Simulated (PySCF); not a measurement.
Vertical excitations of a molecule C9H8N2S from TDA-PBE/def2-SVP run with PySCF, as energy in eV (oscillator strength): 3.35 (0.018), 3.55 (0.005), 3.96 (0.010), 4.12 (0.003), 4.19 (0.231), 4.30 (0.025). Lowest triplet (TDA): 2.97 eV. Geometry: B3LYP-D3(BJ)/def2-SVP. One conformer was computed; it need not be the lowest.

**Question.** Which molecule gave these data?
A. Cc1csc(-c2ncccn2)c1
B. Cc1ccsc1-c1cncnc1
C. C=Cc1ccc(C)c2nsnc12
D. C=Cc1cc(C)cc2nsnc12

**Answer.** B, Cc1ccsc1-c1cncnc1
